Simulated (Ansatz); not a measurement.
Reaction (formal exchange of groups at the Si–Si bond): `[SiH3][SiH2][SiH2][SiH2][SiH2][SiH3]` + GeH₄ → `[SiH3][SiH2][SiH2][SiH2][GeH3]` + disilane

Gas-phase electronic energies from Ansatz, PBE0-D4/def2-TZVP geometries. CCSD(T)/CBS adds triple-zeta CCSD(T) − MP2 to the extrapolated MP2 energy (def2 sets, frozen cores). DFT in def2-TZVPP. For Ge outer-core shells are correlated without core-valence functions, which leaves a few kJ/mol of doubt a bond. Scalar relativity is left out up to krypton. One conformer a species, not always the lowest.

`[SiH3][SiH2][SiH2][SiH2][SiH2][SiH3]`:

Cartesian coordinates in Å:
```
Si 1.488 0.143 -2.247
Si 2.331 -0.735 -0.249
Si 0.678 -1.732 1.079
Si -0.472 -0.128 2.334
Si -1.242 1.580 0.936
Si -2.484 0.649 -0.813
H 0.773 -0.920 -3.002
H 2.606 0.656 -3.085
H 0.543 1.262 -1.989
H 3.003 0.345 0.528
H 3.363 -1.754 -0.597
H -0.282 -2.459 0.202
H 1.308 -2.726 1.994
H 0.446 0.427 3.369
H -1.628 -0.763 3.027
H -2.085 2.546 1.695
H -0.068 2.317 0.392
H -3.761 0.107 -0.276
H -2.791 1.655 -1.864
H -1.728 -0.472 -1.434
```

GeH₄:

Cartesian coordinates in Å:
```
Ge 0.000 0.000 0.000
H 0.469 1.357 0.539
H -0.248 -0.958 1.173
H 1.079 -0.586 -0.919
H -1.301 0.186 -0.792
```

`[SiH3][SiH2][SiH2][SiH2][GeH3]`:

Cartesian coordinates in Å:
```
Si 2.158 0.427 -1.468
Si 1.803 -0.043 0.795
Si 0.075 -1.605 1.005
Si -1.753 -0.857 -0.246
Ge -2.240 1.404 0.317
H 3.268 1.400 -1.653
H 2.493 -0.825 -2.198
H 0.918 0.999 -2.057
H 1.405 1.210 1.498
H 3.057 -0.549 1.418
H 0.535 -2.932 0.509
H -0.325 -1.749 2.433
H -2.954 -1.704 -0.004
H -1.414 -0.930 -1.695
H -2.513 1.532 1.825
H -3.472 1.919 -0.448
H -1.042 2.304 -0.031
```

`[SiH3][SiH3]`:

Z-matrix (Å, degrees):
```
Si
Si 1 2.338
H 1 1.488 2 110.3
H 1 1.488 2 110.3 3 120.0
H 1 1.488 2 110.3 3 -120.0
H 2 1.488 1 110.3 3 59.9
H 2 1.488 1 110.3 3 179.9
H 2 1.488 1 110.3 3 -60.1
```

**Question.** Is it downhill or uphill in electronic energy at CCSD(T)/CBS, and by how much? (An estimate is asked.)

**Answer.** Ansatz gave: Downhill: ΔE = -8.2 kJ/mol.

**Question.** What do these levels give: revPBE-D4, r2SCANh-D4, RPA@PBE/def2-TZVPP, CCSD(T)/def2-TZVPP, SCS-MP2/def2-QZVPP, MP2/CBS(def2)? (An estimate is asked.)

**Answer.** The calculation gave: revPBE-D4 -1.1, r2SCANh-D4 -5.8, RPA@PBE/def2-TZVPP -9.9, CCSD(T)/def2-TZVPP -8.6, SCS-MP2/def2-QZVPP -11.3, MP2/CBS(def2) -9.5 kJ/mol.

Largest T1 diagnostic among the species: 0.014.

Leaving LDA and LC-ωPBE aside and taking each functional with its dispersion term where it has one, the values, not all of them listed here, spread over 14.0 kJ/mol, from B2PLYP to B97M-V. LDA lies +7.7 kJ/mol from PBE without D4. At CCSD(T), def2-SVP lies +4.6 kJ/mol from the extrapolated value and def2-TZVPP −0.4 kJ/mol.
